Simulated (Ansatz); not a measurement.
Geometry optimisation, Ansatz 0.2.0, RKS BLYP-D4/6-31G*.

Input file:

```yaml
crystal:
  periodic: [false, false, false]
  atoms:
    - { symbol: "N", position_ang: [-2.4836, 0.7211, 0.9092] }
    - { symbol: Al, position_ang: [-0.8793, 0.7877, -0.0533] }
    - { symbol: C, position_ang: [-0.1317, -0.3446, -1.4993] }
    - { symbol: C, position_ang: [1.3168, -0.4872, -0.7811] }
    - { symbol: C, position_ang: [1.0049, 0.3618, 0.4384] }
    - { symbol: O, position_ang: [1.0681, -0.3737, 1.6299] }
    - { symbol: H, position_ang: [-3.0708, -0.0117, 0.498] }
    - { symbol: H, position_ang: [-2.2698, 0.5188, 1.876] }
    - { symbol: H, position_ang: [0.0016, 0.2163, -2.406] }
    - { symbol: H, position_ang: [-0.6281, -1.3135, -1.5738] }
    - { symbol: H, position_ang: [1.4271, -1.5606, -0.4919] }
    - { symbol: H, position_ang: [2.0912, -0.0853, -1.3811] }
    - { symbol: H, position_ang: [1.6309, 1.2789, 0.4693] }
    - { symbol: H, position_ang: [0.9095, 0.2629, 2.3945] }
basis:
  gaussian: { orbitals: "6-31G*" }
hamiltonian:
  xc: blyp
  dispersion: d4
relax:
  f_tol: 0.015
  max_steps: 40
output:
  orbitals: {}
```

Command:

```bash
$ ansatz run input.yaml --threads 2 --pin off --max-ram 3072MiB --backend cpu --events-out ev --progress --plain --runs-dir out
```

Problem. Where does it end, and by what steps?

Solution. It converged. After 24 steps the energy has fallen by 1.316 eV; H8 moved furthest, 1.07 Å. Joined: Al2–O6.

```
step  energy less start (eV)  largest force component (eV/Å)  accepted
   0                  0.0000                           3.687       yes
   1                 -0.9327                           1.288       yes
   2                 -1.0390                           0.712       yes
   3                 -1.1008                           1.119       yes
   4                 -1.1601                           0.290       yes
   5                 -1.1700                           0.183       yes
   6                 -1.1739                           0.302       yes
   7                 -1.1780                           0.092       yes
   8                 -1.1822                           0.107       yes
   9                 -1.1879                           0.131       yes
  10                 -1.1900                           0.467       yes
  11                 -1.2091                           0.302       yes
  12                 -1.2371                           0.232       yes
  13                 -1.2522                           0.361       yes
  14                 -1.2648                           0.184       yes
  15                 -1.2726                           0.077       yes
  16                 -1.2770                           0.118       yes
  17                 -1.2910                           0.245       yes
  18                 -1.2999                           0.298       yes
  19                 -1.3105                           0.130       yes
  20                 -1.3141                           0.136       yes
  21                 -1.3147                           0.131       yes
  22                 -1.3161                           0.040       yes
  23                 -1.3162                           0.047       yes
  24                 -1.3164                           0.012       yes
```

```xyz
14
Properties=species:S:1:pos:R:3
N -2.348 0.663 1.041
Al -0.826 0.239 0.175
C -0.055 -0.683 -1.407
C 1.349 -0.140 -0.911
C 1.089 0.553 0.443
O 0.634 -0.687 1.338
H -3.247 0.214 0.866
H -2.489 1.525 1.571
H -0.302 -0.330 -2.419
H -0.101 -1.784 -1.408
H 2.106 -0.945 -0.831
H 1.740 0.629 -1.601
H 1.944 1.034 0.932
H 0.492 -0.317 2.239
```

The run took 71 s on 2 threads of Arm Neoverse V2, with other jobs on the host, peak memory 0.16 GiB.
